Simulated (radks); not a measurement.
Charge is removed step by step from the 5d down level of neutral platinum, starting from [Xe] 4f14 5d(up 5, down 4) 6s1. All-electron calculation, non-relativistic Kohn-Sham, TPSS, spin-polarised, spherical densities, point nucleus; open shells are filled with parallel spins first (spin-orbit coupling, left out, can overturn this in heavy ions); meta-GGA in the generalised Kohn-Sham scheme; relativity is left out, which matters for an element this heavy. Program: a radial shooting solver on a logarithmic mesh with Libxc functionals.

removed (e)  E - E(0) (eV)  eigenvalue (eV)  E minus straight line (eV)
0                    0.000           -6.680                       0.000
0.125                0.908           -7.850                      -0.545
0.25                 1.964           -9.054                      -0.942
0.375                3.172          -10.288                      -1.187
0.5                  4.537          -11.551                      -1.275
0.625                6.061          -12.842                      -1.204
0.75                 7.749          -14.159                      -0.970
0.875                9.602          -15.500                      -0.569
1                   11.625          -16.865                       0.000

Removing the whole electron costs 11.625 eV by Delta-SCF, against 6.680 eV from minus the eigenvalue at the starting occupation. Slater's transition state (half an electron removed) gives 11.551 eV. Integrating minus the eigenvalue over the occupation (Janak's theorem) gives 11.625 eV. The mean slope of the eigenvalue, de/dn, is 10.2 eV per electron.
